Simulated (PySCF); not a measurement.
B3LYP has the VWN-RPA correlation part, as in Gaussian. Delta-SCF ions had no search for a lower state. Excitations are Tamm–Dancoff values on a coarser integration grid. The basis has no diffuse functions, so Rydberg states are missing or too high.

C5H11F3Si, SMILES `C[C@@H]([SiH3])[C@H](C)C(F)(F)F` (Si–C–C–C torsion 66°) (charge 0, multiplicity 1)

Calculation: B3LYP-D3(BJ)/def2-TZVP // B3LYP-D3(BJ)/def2-SVP (PySCF).

| Quantity | Result |
|---|---|
| HOMO | -8.31 eV |
| dipole moment | 2.41 D |
| HOMO–LUMO gap | 8.71 eV |
| LUMO | 0.40 eV |
| S1 excitation (TDA) | 7.82 eV |
| S1 oscillator strength | 0.001 |
| brightest of the four lowest singlets (TDA) | 8.55 eV |
| T1 excitation (TDA) | 7.38 eV |
| S1–T1 gap (TDA) | 0.43 eV |
| vertical ionisation energy (Delta-SCF) | 10.38 eV |
| total energy | -786.4622 Ha |
| cost | roughly 13 core-minutes |

```xyz
20

C      1.3391    -0.8701    -1.2700
C      0.6983    -0.5125     0.0827
Si     1.5898     1.0031     0.8440
C     -0.8439    -0.4423    -0.0401
C     -1.3641     0.6218    -1.0123
C     -1.5235    -0.2880     1.3116
F     -2.8549    -0.4551     1.2142
F     -1.0765    -1.1857     2.2081
F     -1.3208     0.9379     1.8427
H      2.4029    -1.1225    -1.1479
H      1.2828    -0.0406    -1.9929
H      0.8393    -1.7409    -1.7283
H      0.9196    -1.3371     0.7822
H      1.1825     2.2738     0.1776
H      1.3612     1.1137     2.3095
H      3.0508     0.8054     0.6073
H     -1.1850    -1.4302    -0.3988
H     -1.0585     1.6318    -0.7033
H     -0.9772     0.4410    -2.0242
H     -2.4619     0.5966    -1.0621
```
Charge 0, spin multiplicity 1.
